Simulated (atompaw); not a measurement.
## Which setting gave this result? (K, PAW (atompaw))

Base potential:

potassium (K), PAW, made with atompaw 4.2.0.5 (LDA (PW92), scalar-relativistic). Core [Ne], reference 3s2 3p6 3d0 4s0 4p0 (charge +1). Waves: 3s (bound): rc 1.90 bohr; 4s (bound, empty): rc 3.00 bohr; 3p (bound): rc 2.10 bohr; 4p (bound, empty): rc 2.15 bohr; 3d (bound, empty): rc 3.00 bohr; 3d channel at 2.35 Ry: rc 3.00 bohr. Local part: bessel scheme, radius 2.75 bohr. Core correction: smooth core density matched at 2.55 bohr. Augmentation charge: besselshape compensation charge, radius 2.35 bohr; PAW radius 3.00 bohr; waves and projectors: custom rrkj gramschmidtortho.

Cutoffs, loose and tight: the cutoffs (Ry, on a coarse ladder) from which the occupation-weighted sum of valence levels, in a spherical-Bessel basis at the reference potential, stays within 10 and 1 mRy of its value at 400 Ry. They see the waves, projectors and local potential, not the compensation charge or the core.

Only the scale of all radii (base = 1) is moved:

```csv
scale of all radii (base = 1),"cutoff, loose","cutoff, tight",bound ghosts
0.78,30 Ry,45 Ry,none
0.96,18 Ry,35 Ry,none
1.05,15 Ry,25 Ry,none
1.2,12 Ry,21 Ry,none
1.26,10 Ry,18 Ry,none
```

Question: One more run gave cutoff, loose: 21 Ry; cutoff, tight: 35 Ry; bound ghosts: none. Which value of the scale of all radii (base = 1) was used?

Answer: 0.9. The loose cutoff moves one way along this sweep, from 30 Ry at 0.78 to 10 Ry at 1.26, which places the run between 0.78 and 0.96.
